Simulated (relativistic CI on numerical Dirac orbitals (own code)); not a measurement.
# Hyperfine structure of Ba44+, mass number 137

Method of calculation: Dirac-Coulomb-Breit CI, orbitals from a KLI potential per configuration, model QED, unscaled Slater integrals (own radial code, finite nucleus).

CI space (outside the closed core [Ne]): 3s², 3s3p, 3p², 3s3d, 3d², 3p3d, 3p4s, 3d4s, 3s4s, 3s4p, 3s4d, 3s4f, 3s5s, 3s5p, 3s5d, 3s5f. Levels of other configurations are missing.

Nuclear spin I = 3/2, μ = 0.9375 μN, Q = 0.236 b (tables of Stone and Pyykkö). The electronic factors are computed for point nuclear moments, without core polarisation or the Bohr-Weisskopf and QED corrections.

```json
{"Level": "3s3p ³P°1", "E (cm⁻¹)": "812770", "A (GHz)": "713", "B (GHz)": "-8.68"}
{"Level": "3s3p ³P°2", "E (cm⁻¹)": "1541528", "A (GHz)": "321", "B (GHz)": "38.5"}
{"Level": "3s3p ¹P°1", "E (cm⁻¹)": "1765893", "A (GHz)": "-189.7", "B (GHz)": "27.6"}
{"Level": "3p² ¹D2", "E (cm⁻¹)": "2494405", "A (GHz)": "130.9", "B (GHz)": "34.9"}
{"Level": "3p² ³P1", "E (cm⁻¹)": "2502394", "A (GHz)": "-23.18", "B (GHz)": "19.3"}
{"Level": "3s3d ³D1", "E (cm⁻¹)": "2766230", "A (GHz)": "-247.1", "B (GHz)": "3.37"}
{"Level": "3s3d ³D2", "E (cm⁻¹)": "2809454", "A (GHz)": "232.4", "B (GHz)": "4.55"}
{"Level": "3s3d ³D3", "E (cm⁻¹)": "2946135", "A (GHz)": "197.1", "B (GHz)": "8.85"}
```

Levels with J = 0, under 50 % of one LS term, or S terms without an open s electron are left out. Small factors come from cancelling terms and can be off by tens of per cent or more.

At this charge energies of transitions that change n are usually good to better than 1 %, and those within a shell (Δn = 0) to a few per cent.

**Question.** Give the hyperfine levels of 3s3p ³P°1 relative to its centre of gravity.

**Answer.** With K = F(F + 1) − I(I + 1) − J(J + 1), E = AK/2 + B[¾K(K + 1) − I(I + 1)J(J + 1)]/[2I(2I − 1)J(2J − 1)]: F = 1/2: -1793, F = 3/2: -704.3, F = 5/2: 1067 GHz.

LS names give the leading component of a level, which can be under half, so a name can repeat, a term be missing and a line seem to break the LS rules.
